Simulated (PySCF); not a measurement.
# Dipole moment and polarisability of `[SiH3][O][GeH2][PH2]`

Compound: GeH7OPSi.
Structure used (PBE0-D3(BJ)/def2-SVP), in Å, numbered top down from 1:
```xyz
11
GeH7OPSi angstrom
Si    -2.0186    0.3096   -0.0891
O     -0.8936   -0.9001   -0.2227
Ge     0.8767   -0.9625   -0.3942
P      1.7079    1.1792   -0.0131
H     -2.1874    1.0452   -1.3804
H     -3.3189   -0.3094    0.2964
H     -1.6144    1.2975    0.9624
H      1.3595   -2.0250    0.6083
H      1.1940   -1.3759   -1.8435
H      3.0457    0.7652   -0.3029
H      1.8546    0.9803    1.3933
```

Level: B3LYP/def2-SVPD (PySCF), static field, nuclei fixed, core orbitals frozen in the response. The polarisability tensor in these axes (au):

```
x   97.73  4.45  0.65
y    4.45 93.67  3.18
z    0.65  3.18 78.62
```

Problem. Diagonalise the tensor; give its mean and Δα, where Δα² is half the sum of the squared differences of the eigenvalues.

Solution. Principal values 77.98, 91.22 and 100.83 au; mean 90.01 au = 13.34 Å³ = 14.84 × 10⁻⁴⁰ C²·m²/J; Δα = 19.87 au (22 % of the mean).

Problem. What is the dipole moment, and where does it point?

Solution. (1.45, -0.08, 0.19) D, 1.46 D in size, pointing from the negative to the positive side. Measured along this direction, the outermost atoms are H6 at the negative end and H10 at the positive end.

Problem. Traceless (Buckingham) quadrupole moment about the centre of nuclear charge: eigenvalues?

Solution. -4.43, 1.36, 3.07 D·Å. The values depend on the origin, since the dipole doesn't vanish. The electronic extent ⟨r²⟩ about the same centre is 971 bohr², a root-mean-square distance of 1.89 Å for the 76 electrons.

Problem. Directions of the eigenvectors, and the extent of the frame along each?

Solution. Largest value along (0.82, 0.56, 0.10), where the nuclei span 5.78 Å; middle along (-0.57, 0.81, 0.17), 4.42 Å; least along (0.01, -0.20, 0.98), 2.78 Å. The response follows the extents in order.

Problem. In TDDFT the mean static polarisability is Σ f/ω² over all singlet excitations (ω in hartree). How much of it do the 10 lowest give? Their energies (eV) and oscillator strengths: 6.02, 0.0080; 6.30, 0.0495; 6.45, 0.0512; 6.52, 0.0031; 6.68, 0.1722; 6.86, 0.0181; 7.00, 0.0106; 7.25, 0.0030; 7.32, 0.0439; 7.39, 0.0098.

Solution. They add up to 6.14 au, 6.8 % of the 90.01 au; the largest single term is 2.86 au, from the state at 6.68 eV. Terms in order: 0.16, 0.92, 0.91, 0.05, 2.86, 0.29, 0.16, 0.04, 0.61, 0.13 au. Higher excitations give the rest. The strengths listed sum to 0.369.

Problem. Find the Langevin capture rate constant for H3O+ (19.018 u) meeting this molecule (155.922 u), k = 2.342 × 10⁻⁹ cm³/s × √(α in Å³ / reduced mass in u).

Solution. The reduced mass is 16.95 u, so k = 2.08 × 10⁻⁹ cm³/s. The formula leaves out the permanent dipole, which adds to the capture rate.

Isolated species at its PBE0-D3(BJ)/def2-SVP geometry (one conformer only). The calculation is non-relativistic, for germanium too.

The run behind these numbers computed excited states and ΔSCF ions as well. Hardware: one thread, Arm Neoverse V1, no GPU, shared host. Cost: 1.8 min wall.
